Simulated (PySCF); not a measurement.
Eu: ionisation energy

Eu [Xe] 4f7 6s2 (8S) → Eu⁺ [Xe] 4f7 6s1 (9S), as a difference of total energies. All numbers are calculated (PySCF 2.14, scalar relativity by spin-free X2C-1e, in cc-pVDZ-X2C (8s7p5d3f1g, 84 functions)). Correlated levels: valence: [Kr] 4d10 frozen; valence and next inner shell: [Ar] 3d10 frozen. The calculations carry no spin-orbit coupling.

Question: Order these methods by the ionisation energy they give, lowest first.
A. MP2 (valence)
B. SCS-MP2 (valence and next inner shell)
C. UHF
D. PBE

Answer: C (4.635 eV), A (5.531 eV), B (5.588 eV), D (5.666 eV).

Errors of the correlated levels include the incompleteness of this basis and the frozen core.

For comparison: 5.670 eV (measured; NIST Atomic Spectra Database, ionization energies).
